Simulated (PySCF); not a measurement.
Vertical excitations of a molecule C₃H₉OSi, multiplicity 2 from TDA-PBE/def2-SVPD run with PySCF 2.14.0, as energy in eV (oscillator strength): 0.41 (0.000), 2.11 (0.002), 2.25 (0.005), 2.89 (0.045), 3.84 (0.000), 4.09 (0.001), 4.31 (0.015), 4.57 (0.016), 4.68 (0.001), 4.77 (0.017). Coordinates come from a PBE0-D3(BJ)/def2-SVP optimisation. The values are those of a single conformer.

Task: Pick the molecule that these values belong to.
(A) CO[Si](C)C
(B) C[Si](C)(C)[O]
(C) [CH2][Si](C)(C)O
(D) CCO[SiH]C

Result: B, C[Si](C)(C)[O]
